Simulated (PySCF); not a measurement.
# How methods differ on the ionisation energy of F(2+)

F(2+) [He] 2s2 2p3 [2p1/2^2 2p3/2^1, M_J = 3/2] → F(3+) [He] 2s2 2p2 [2p1/2^2, M_J = 0], as a difference of total energies. All numbers are calculated (PySCF 2.14, the two-component X2C-1e Hamiltonian, in x2c-QZVPPall-2c). Correlated levels: 1s2 frozen; the 2 highest virtual spinors dropped. "Screened" scales the spin-orbit matrix elements by Boettger's factors to mimic the two-electron term; Breit and QED terms are absent.

```tsv
method	ionisation energy (eV)	difference from reference (eV)
GHF (spin-free)	62.338	-0.370
GMP2 (spin-free)	62.899	+0.191
GHF (screened spin-orbit)	62.307	-0.401
GMP2 (screened spin-orbit)	62.868	+0.160
```

Reference: 62.708 eV (semi-empirical (NIST evaluation); NIST Atomic Spectra Database, ionization energies).

Errors of the correlated levels include the incompleteness of this basis and the frozen core.

The labels give the starting determinants; with spin-orbit coupling the two ends relaxed to ⟨J²⟩ = 3.75, ⟨L²⟩ = 0.00, ⟨S²⟩ = 3.75 and ⟨J²⟩ = 1.97, ⟨L²⟩ = 2.00, ⟨S²⟩ = 2.00.

The determinant of F(3+) mixes levels of different J (the jj label is only the starting occupation), so the difference between spin-free and spin-orbit rows is not the physical spin-orbit shift.
